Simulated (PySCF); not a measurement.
# Reading the logs of faulty runs: H2NOSi anion

Calculated results; nothing here was measured. They come from PySCF 2.14.0, an open-source quantum chemistry program, on an isolated molecule that a program drew, which may never have been made. The molecule is H2NOSi anion (charge -1, singlet), drawn as the SMILES string `N=[SiH][O-]`.

Each row is a Hartree-Fock (HF) and frozen-core CCSD(T) single point in the aug-cc-pV(D+d)Z basis, meant for a local HF minimum. Run 1 is clean. Each other run has one planted mistake out of seven kinds, and not every kind appears here: one electron removed, one electron added, multiplicity raised by two, geometry at a saddle point, minimal basis STO-3G, one bond length entered in bohr, all coordinates scaled. The reference is restricted for singlets and unrestricted otherwise, and also for a bond in bohr. Adding or removing an electron swaps singlet and doublet. Electrons count all cores. HOMO and LUMO are orbital energies over both spins, the gradient is its largest component, and the lowest frequency (negative if imaginary) is given only where the gradient is small. Bond lengths are over the 4 bonds as drawn. T1 is the CCSD diagnostic: over 0.02 (restricted) or 0.045 (unrestricted) a single reference is doubtful.

Geometry of the clean run:
```xyz
5
H2NOSi anion, angstrom
N    -1.3690    1.0998   -2.7371
Si   -0.9845    0.5342   -1.2689
O    -0.0989   -0.6281   -0.8034
H    -1.9869    1.8937   -2.7068
H    -1.6134    1.2885   -0.1249
```

| run | electrons | basis functions | <S^2> | HOMO (eV) | LUMO (eV) | gradient (hartree/bohr) | lowest frequency (cm^-1) | mean bond (Å) | longest bond (Å) | T1 | HF (hartree) | CCSD(T) (hartree) | mistake |
|---|---|---|---|---|---|---|---|---|---|---|---|---|---|
| 1 | 32 | 96 | 0.000 | -4.46 | 4.23 | 6.7e-07 | 410 | 1.4169 | 1.620 | 0.0204 | -419.46664 | -419.99498 | no fault |
| 2 | 31 | 96 | 0.823 | -11.08 | -1.04 | 1.1e-01 | - | 1.4169 | 1.620 | 0.0310 | -419.38168 | -419.86035 | one electron removed |
| 3 | 32 | 96 | 0.826 | -4.22 | 4.30 | 3.2e-02 | - | 1.6407 | 1.902 | 0.0637 | -419.34820 | -419.86470 | one bond length entered in bohr |
| 4 | 32 | 96 | 2.018 | 0.44 | 2.85 | 1.0e-01 | - | 1.4169 | 1.620 | 0.0397 | -419.36198 | -419.84543 | ? |

**Which mistake was planted in run 4, and what did it cost?**

Electrons, basis and geometry are unchanged, and <S^2> is 2.018, beside S(S+1) = 2.00 for a multiplicity of 3. So the mistake is: multiplicity raised by two. Subtracting run 1 and multiplying by 627.51 kcal/mol a hartree, the energy moved by 65.7 kcal/mol in HF and 93.8 kcal/mol in CCSD(T).

Cautions from the logs. Run 1: T1 is over the limit, so its CCSD(T) energy is less reliable; run 3: T1 is over the limit, so its CCSD(T) energy is less reliable; run 4: the HOMO is above zero, so the electron isn't bound and the energy depends on the basis.
